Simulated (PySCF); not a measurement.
**LiCd: from constants to spectrum**

CAM-B3LYP constants of LiCd, ²Σ⁺ (doublet), unpaired electrons σ ↑ (PySCF, scalar-relativistic core potentials, basis sets Li def2-TZVP, Cd def2-TZVP with ECP28; masses 7.0160 and 113.9034 u):

| Quantity | Value |
| --- | --- |
| ωe | 144.3 cm⁻¹ |
| ωexe | 6.05 cm⁻¹ |
| Be | 0.27504 cm⁻¹ |
| αe | 0.0111 cm⁻¹ |
| D (centrifugal) | 4e-06 cm⁻¹ |
| De to Li + Cd | 0.109 eV |

Task: Give the vibrational terms G(v) and spacings up to v = 2.

Result: G(v) = ωe(v+½) − ωexe(v+½)².

```
v  G(v) (cm⁻¹)  G(v) − G(v−1)  Bv (cm⁻¹)
0           71                    0.2695
1          203            132     0.2584
2          323            120     0.2473
```

Task: How well does the Morse estimate ωe²/(4ωexe) reproduce De, and what is D0?

Result: It gives 0.107 eV, 98 % of the computed De. D0 = De − G(0) = 0.109 − 0.009 = 0.100 eV.

The bond is weak. Basis-set superposition, not corrected here, can be much of De in a small basis, most of all at correlated wavefunction levels. Functionals without a dispersion term scatter widely for such bonds, and LDA overbinds them. Spin–orbit coupling is left out. The state is the lowest determinant that a PBE0 search found; another state may lie lower at other levels.
